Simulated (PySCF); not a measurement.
A structure optimised at PBE0-D3(BJ)/def2-TZVP, used in a PySCF frequency run:

```
Hf
O 1 1.9058
H 2 0.9522 1 164.42
O 1 1.9058 2 117.10 3 0.00
H 4 0.9522 1 164.42 2 0.00
H 1 1.8653 2 107.38 3 -120.78
H 1 1.8653 6 110.15 2 116.63
```

**Question.** Write its SMILES, formula and point group.

**Answer.** [OH][HfH2][OH], H4HfO2, C2v

**Question.** What are its rotational constants (standard atomic weights)?

**Answer.** 12.853, 5.0676, 3.8990 GHz
